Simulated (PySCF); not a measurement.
C4H7FSi, SMILES C[Si@H]1C=C[C@H]1F. The structure is a stationary point at PBE-D3(BJ)/def2-SVP. The structure was generated by enumeration; whether it is a known compound was not checked.

Computed equilibrium geometry at PBE-D3(BJ)/def2-SVP (PySCF confirms it by a frequency run) as a Z-matrix:
```
Si
H 1 1.5108
C 1 1.8814 2 118.36
C 3 1.3618 1 92.10 2 -120.23
H 3 1.1009 4 126.35 1 179.42
H 4 1.1088 3 128.14 5 4.46
C 4 1.5164 6 124.21 3 179.06
F 7 1.3977 4 113.69 6 57.41
H 7 1.1140 8 107.98 4 126.30
C 1 1.8818 2 110.43 3 138.39
H 10 1.1078 1 109.48 2 170.96
H 10 1.1088 11 108.83 1 -122.19
H 10 1.1092 11 108.36 12 -117.24
```
Charge 0, spin multiplicity 1.
